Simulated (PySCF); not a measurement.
Computed IR spectrum (relative IR intensity) of a molecule C₂H₆BClO. The structure is a stationary point at PBE-D3(BJ)/def2-SVP. The values are those of a single conformer. Level of theory: PySCF with PBE-D3(BJ)/def2-SVP. Frequencies are harmonic and unscaled.

Lines under 2 % of the strongest are left out, and lines within 2 cm⁻¹ are merged.

ν (cm⁻¹): 350 (w), 785 (w), 821 (m), 834 (w), 1021 (m), 1082 (w), 1143 (m), 1255 (m), 1317 (vs), 1348 (vs), 1393 (vs), 1406 (vw), 1423 (vw), 1445 (m), 2559 (s), 2964 (m), 2979 (w), 3024 (w), 3075 (w), 3079 (w) (against the strongest line: vs over 80 %, s over 45 %, m over 15 %, w over 4 %, vw less)

### Question
Which molecule gave these data?
(A) COB(C)Cl
(B) CCB(O)Cl
(C) CCOBCl

### Answer
C, CCOBCl
